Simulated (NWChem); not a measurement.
A series in which one site is exchanged, each optimised at PBE0/def2-SVP with NWChem, gas phase unless a solvent is named. Some are not confirmed as minima by frequencies. def2 effective core potentials on I; no spin-orbit coupling.

A: [ZnH][I] (ZnHI; site = Zn)
B: [I][BeH] (BeHI; site = Be)
C: [I][MgH] (MgHI; site = Mg)
D: [SeH]I (HSeI; site = Se)

Values for A:

- dipole (D), PBE0/def2-SVP = 1.61
- orbital gap (eV), PBE0/def2-SVP = 7.03
- static polarisability, PBE/def2-SVPD (bohr³) = 65.3
- lowest singlet excitation, PBE/def2-SVPD, TDA (eV) = 5.10

**Question.** How do these values change for the other members?

**Answer.** 
```tsv
change from A	B	C	D
dipole (D), PBE0/def2-SVP	-1.49	-0.28	-0.70
orbital gap (eV), PBE0/def2-SVP	+0.11	-0.58	-3.15
static polarisability, PBE/def2-SVPD (bohr³)	-11.3	+4.6	+1.3
lowest singlet excitation, PBE/def2-SVPD, TDA (eV)	+0.15	-0.39	-2.87
```
